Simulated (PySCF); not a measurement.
SMILES [SiH2]([SiH2]C)C#N (C2H7NSi2) (GFN2-xTB optimised geometry):

```
12

C      1.784    -1.122     0.000
Si    -0.115    -1.122     0.000
Si    -0.921     1.053     0.000
C      0.293     2.132     0.923
N      1.067     2.753     1.498
H      2.176    -0.580     0.857
H      2.179    -0.646    -0.894
H      2.182    -2.132     0.037
H     -0.590    -1.848    -1.188
H     -0.589    -1.870     1.173
H     -1.023     1.718    -1.306
H     -2.182     1.279     0.715
```

Computed with PBE/def2-TZVP (PySCF).

### Question
What are the frontier orbital energies and the dipole moment?

### Answer
HOMO-2 -8.29 eV, HOMO-1 -8.21 eV, HOMO -7.64 eV, LUMO -1.72 eV, LUMO+1 -1.60 eV; dipole moment 3.58 D.

Meta-Löwdin charges at PBE/def2-TZVP: C1 -0.58, Si2 0.36, Si3 0.32, C4 -0.13, N5 -0.18, H6 0.14, H7 0.14, H8 0.14, H9 -0.07, H10 -0.07, H11 -0.05, H12 -0.05.
